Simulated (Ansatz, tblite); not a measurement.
Removing an electron: SnH2Me(OMe) (C₂H₈OSn). Charge 0, multiplicity 1. Geometry: PBE-D4/def2-SVP. Ansatz, gas phase; energy differences of separate SCF runs; the oxidised species was run as a doublet alone.

```xyz
12

Sn   -0.582    0.376    0.540
H     0.152    0.943    2.012
H    -1.476    1.654   -0.230
C    -1.696   -1.454    0.772
H    -2.506   -1.322    1.515
H    -1.008   -2.250    1.112
H    -2.133   -1.739   -0.204
O     0.909   -0.167   -0.713
C     1.864    0.789   -1.104
H     1.429    1.660   -1.657
H     2.592    0.303   -1.792
H     2.456    1.208   -0.251
```

In the def2 sets Sn takes a core potential; there is no spin–orbit coupling. The xTB rows come from tblite.

Task: Estimate orbital energies and vertical ionisation energies at: GFN1-xTB; GFN2-xTB; r2SCAN-D4/def2-TZVP; PBE0-D4/def2-TZVP.

Result: 
| level | −HOMO (eV) | vertical IE (eV) | −LUMO (eV) | HOMO–LUMO gap (eV) |
| --- | --- | --- | --- | --- |
| GFN1-xTB | 11.92 | 14.88 | 6.12 | 5.80 |
| GFN2-xTB | 10.98 | 13.95 | 6.25 | 4.73 |
| r2SCAN-D4/def2-TZVP | 6.04 | 9.19 | 0.67 | 5.38 |
| PBE0-D4/def2-TZVP | 7.27 | 9.32 | 0.19 | 7.08 |

Relaxing the oxidised species (PBE-D4/def2-SVP) changes its energy by -0.47 eV at PBE0-D4/def2-TZVP, so the adiabatic ionisation energy to this nearest minimum is 8.86 eV.  Run but left out: PBE-D4/def2-TZVP (charge +1 doublet: an occupied level 0.00 eV above an empty one).  Raw xTB energy differences between charge states are shifted by several eV; the methods need an empirical correction for them.
